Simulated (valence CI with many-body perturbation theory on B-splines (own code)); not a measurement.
## Ni²³⁺: electric-dipole lines

Calculated by configuration interaction combined with many-body perturbation theory (CI+MBPT): three valence electrons over a frozen Dirac-Fock core [He], radial functions for each j: 11 s, 11 p, 9 d, 7 f, 5 g, 2 h, 1 i, with the one-electron correlation potential Σ1 (screened to all orders), the two-electron term Σ2, the three-electron term Σ3, Breit, model QED; selected single and double excitations, second order for the rest (own B-spline code, finite nucleus).

No measured spectrum was set against this ion. As an estimate, levels of excited configurations hold to 0.05 to 0.15 % of their energy, terms of the ground configuration to about 0.5 %.

Lines 201 to 250 of 256 in falling wavelength, among levels below 11153 × 10³ cm⁻¹, chosen from the strongest by gf and those to the six lowest levels. Wavelengths and rates use the calculated energies, so an error of 800 cm⁻¹ moves a line at 9.753 Å by 0.0078 % and its rate by three times that or more. Electric multipoles are in the length gauge, E1 and E2 with the static RPA response of the core. Weak lines are less certain than strong ones. Lines between different terms over intervals too small for the method are left out, as are lines whose strength nearly cancels. The highest levels of a list are the least certain.

Names give the largest LS component (configuration and term), which can be under half, so a name can repeat, a term be missing and a line seem to break the LS rules; names also repeat where a configuration has a term twice. Letters in brackets count levels of one name in rising energy.

```
λ vac (Å)                 Upper           Lower   A (s⁻¹)  S (a.u.)
    9.753  2s 2p 3d 2P°_1/2 [a]   2s 2p2 4P_1/2  2.50e+11  2.29e-04
    9.745   2s 2p 3p 2P_3/2 [a]  2s2 2p 2P°_1/2  3.45e+12  6.30e-03
    9.731  2s 2p 3d 2F°_7/2 [b]   2s 2p2 4P_5/2  3.25e+11  1.18e-03
    9.730        2p2 3p 4S°_3/2   2s 2p2 2D_3/2  1.82e+11  3.32e-04
    9.729   2s 2p 3p 2P_1/2 [a]  2s2 2p 2P°_1/2  9.84e+12  8.95e-03
    9.718        2p2 3p 2P°_3/2   2s 2p2 2D_3/2  2.60e+12  4.71e-03
    9.710       2s 2p 3p 4P_1/2  2s2 2p 2P°_1/2  2.32e+11  2.10e-04
    9.708        2p2 3p 2F°_5/2   2s 2p2 2D_3/2  2.30e+12  6.24e-03
    9.704   2s 2p 3p 2D_5/2 [a]  2s2 2p 2P°_3/2  9.33e+12  2.53e-02
    9.687   2s 2p 3p 2D_3/2 [a]  2s2 2p 2P°_1/2  7.78e+12  1.40e-02
    9.678   2s 2p 3p 2S_1/2 [a]  2s2 2p 2P°_3/2  1.06e+13  9.48e-03
    9.626       2s 2p 3p 4P_3/2  2s2 2p 2P°_1/2  5.68e+11  1.00e-03
    9.619    2p2 3p 2D°_3/2 [a]   2s 2p2 4P_5/2  7.06e+11  1.24e-03
    9.603  2s 2p 3d 2P°_3/2 [c]   2s 2p2 4P_3/2  3.51e+11  6.14e-04
    9.600       2s 2p 3p 4S_3/2  2s2 2p 2P°_1/2  5.13e+11  8.97e-04
    9.599        2p2 3p 4D°_5/2   2s 2p2 4P_5/2  5.81e+11  1.52e-03
    9.597        2p2 3p 4D°_1/2   2s 2p2 4P_1/2  3.21e+12  2.80e-03
    9.585        2p2 3p 2S°_1/2   2s 2p2 4P_3/2  2.62e+12  2.27e-03
    9.583        2p2 3p 4P°_5/2   2s 2p2 4P_5/2  2.72e+12  7.09e-03
    9.563    2p2 3p 2D°_3/2 [b]   2s 2p2 4P_5/2  2.24e+11  3.87e-04
    9.556    2p2 3p 2D°_3/2 [a]   2s 2p2 4P_3/2  2.34e+12  4.04e-03
    9.548        2p2 3p 4D°_7/2   2s 2p2 4P_5/2  4.52e+12  1.55e-02
    9.546  2s 2p 3d 2P°_1/2 [b]   2s 2p2 4P_1/2  3.18e+11  2.73e-04
    9.545  2s 2p 3d 2P°_3/2 [b]   2s 2p2 4P_1/2  2.00e+12  3.44e-03
    9.535        2p2 3p 4D°_5/2   2s 2p2 4P_3/2  3.97e+12  1.02e-02
    9.528  2s 2p 3d 2P°_3/2 [c]   2s 2p2 4P_1/2  2.38e+12  4.06e-03
    9.526   2s 2p 3p 2S_1/2 [a]  2s2 2p 2P°_1/2  1.62e+12  1.38e-03
    9.520        2p2 3p 4P°_5/2   2s 2p2 4P_3/2  9.69e+11  2.48e-03
    9.518        2p2 3p 4P°_1/2   2s 2p2 4P_3/2  2.54e+12  2.16e-03
    9.512   2s 2p 3p 2P_1/2 [b]  2s2 2p 2P°_3/2  3.10e+12  2.64e-03
    9.512        2p2 3p 4S°_3/2   2s 2p2 4P_5/2  4.65e+12  7.90e-03
    9.510        2p2 3p 2S°_1/2   2s 2p2 4P_1/2  2.60e+11  2.21e-04
    9.506   2s 2p 3p 2D_3/2 [b]  2s2 2p 2P°_3/2  2.39e+12  4.05e-03
    9.501        2p2 3p 2P°_3/2   2s 2p2 4P_5/2  9.08e+11  1.54e-03
    9.500    2p2 3p 2D°_3/2 [b]   2s 2p2 4P_3/2  1.19e+12  2.02e-03
    9.492        2p2 3p 2F°_5/2   2s 2p2 4P_5/2  2.01e+12  5.09e-03
    9.481    2p2 3p 2D°_3/2 [a]   2s 2p2 4P_1/2  1.29e+11  2.16e-04
    9.481   2s 2p 3p 2D_5/2 [b]  2s2 2p 2P°_3/2  1.65e+12  4.16e-03
    9.470         2p2 3s 4P_1/2  2s2 2p 2P°_3/2  3.48e+11  2.92e-04
    9.468   2s 2p 3p 2P_3/2 [b]  2s2 2p 2P°_3/2  2.41e+12  4.04e-03
    9.450        2p2 3p 4S°_3/2   2s 2p2 4P_3/2  1.68e+12  2.79e-03
    9.444        2p2 3p 4P°_1/2   2s 2p2 4P_1/2  6.66e+11  5.53e-04
    9.430        2p2 3p 2F°_5/2   2s 2p2 4P_3/2  6.49e+10  1.61e-04
    9.426    2p2 3p 2D°_3/2 [b]   2s 2p2 4P_1/2  7.15e+11  1.18e-03
    9.379         2p2 3s 4P_3/2  2s2 2p 2P°_3/2  1.68e+11  2.74e-04
    9.377        2p2 3p 4S°_3/2   2s 2p2 4P_1/2  2.45e+11  3.99e-04
    9.366   2s 2p 3p 2P_1/2 [b]  2s2 2p 2P°_1/2  8.33e+11  6.76e-04
    9.332         2p2 3s 4P_5/2  2s2 2p 2P°_3/2  1.62e+11  3.90e-04
    9.324         2p2 3s 2P_1/2  2s2 2p 2P°_3/2  3.79e+11  3.03e-04
    9.323   2s 2p 3p 2P_3/2 [b]  2s2 2p 2P°_1/2  5.07e+11  8.10e-04
```
